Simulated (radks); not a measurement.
Species: Hg I. Configuration: [Xe] 4f14 5d10 6s1 6d1 (not the ground configuration). Method: Dirac Kohn-Sham, PBE, spin-unpolarised, spherical densities, finite nucleus; open shells are shared between the two j in proportion to 2j + 1; Fermi nuclear charge, rms radius 5.4648 fm; computed with a radial shooting solver on a logarithmic mesh with Libxc functionals.

X-ray form factor f0, the Fourier transform of the density (f0(0) = 80):

sin(theta)/lambda (1/angstrom)  f0 (electrons)
0.05                                    78.165
0.1                                     75.582
0.15                                    72.085
0.2                                     68.112
0.25                                    64.079
0.3                                     60.212
0.4                                     53.315
0.5                                     47.579
0.6                                     42.797
0.8                                     35.143
1                                       29.102
1.25                                    23.312
1.5                                     19.319
2                                       14.958
